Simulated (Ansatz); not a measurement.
Ideal-gas functions of AlH4NOS (`[NH2][Al]([OH])[SH]`) at 800 K and 1 bar, from an Ansatz frequency run at PBE0-D4/def2-TZVP.

Molar mass 93.09 g/mol, point group Cs (symmetry number 1), electronic degeneracy 1, moments of inertia 82.532, 163.134, 245.666 u Å². Harmonic wavenumbers (cm⁻¹, unscaled): 153, 157, 205, 245, 259, 330, 356, 464, 579, 633, 675, 812, 918, 1568, 2711, 3616, 3706, 3974.

Use S(trans) = R[1.5 ln M + 2.5 ln T − 1.1517]; rotational temperatures θ = 24.2544 K / I; S(rot) = R[ln(√π/σ · √(T³/θAθBθC)) + 1.5]; for each mode x = 1.438777 ν̃/T, S = R[x/(eˣ − 1) − ln(1 − e⁻ˣ)] and H = RT x/(eˣ − 1); 1 cm⁻¹ = 0.0119627 kJ/mol; R = 8.31446 J/(mol·K).

Question: By hand: the entropy, in J/(mol·K).

Answer: Translation 185.9. Rotation: θ = 0.2939, 0.1487, 0.0987 K, giving 123.2. Vibration, mode by mode: 19.07, 18.86, 16.66, 15.20, 14.74, 12.77, 12.16, 10.06, 8.34, 7.67, 7.19, 5.87, 5.03, 2.00, 0.38, 0.09, 0.08, 0.05, in all 156.2. Electronic 0.0. Sum 465.3 J/(mol·K).

Question: By hand: H − E and G − E in kJ/mol, counted from the electronic energy.

Answer: Zero-point energy ½ × 21361 × 0.0119627 = 127.8; thermal vibration 59.3; translation, rotation and pV give 4 RT = 26.6. H − E = 213.7 kJ/mol, and G − E = 213.7 − 800 × 465.3/1000 = -158.5 kJ/mol.

Vibration gives 34 % of the entropy. The sum counts one conformer and one mirror image; others add a mixing term.
